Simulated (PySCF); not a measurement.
Isomers of C5H9F3Si, one GFN2-xTB conformer each. Single-point energies are computed at PBE0/pcSseg-1 (PySCF, gas phase, no added dispersion term), electronic only.

Problem. Rank them by PBE0/pcSseg-1 energy, lowest first (kcal/mol).
A. `[CH3:1][C@@H:2]1[SiH2:3][CH2:4][C@H:5]1[C:6]([F:7])([F:8])[F:9]` with C1–C2–Si3–C4 -128°, C2–Si3–C4–C5 9°, Si3–C4–C5–C6 -132°, C1–C2–C5–C4 135°
B. `[CH2:1]=[CH:2][Si@@H:3]([CH2:4][CH3:5])[C:6]([F:7])([F:8])[F:9]` with C1–C2–Si3–C4 77°, C2–Si3–C4–C5 50°

Solution. A (0.0), B (7.5).

As drawn, the lower has a four-membered ring, which the higher lacks; the higher has a C=C bond outside aromatic rings, which the lower lacks. GFN2-xTB itself gives, in the same order: 0.0, 27.9. Both levels put the same isomer lowest.

Problem. Which frontier levels, dipoles and rotational constants go with these structures?

Solution. 
```
                       SMILES  HOMO (eV, PBE0/pcSseg-1)  LUMO (eV)  dipole (D)      A, B, C (MHz)
C[C@@H]1[SiH2]C[C@H]1C(F)(F)F                     -8.05       0.00        2.53  2154, 1007, 824.1
       C=C[Si@@H](CC)C(F)(F)F                     -8.23      -0.86        3.22  1587, 1060, 805.7
```

Problem. As an exercise, what shares would exp(−E/RT) give at 2000 K from these electronic energies alone (no entropy, no degeneracies)?

Solution. RT = 3.974 kcal/mol: C[C@@H]1[SiH2]C[C@H]1C(F)(F)F 87.0 %, C=C[Si@@H](CC)C(F)(F)F 13.0 %.
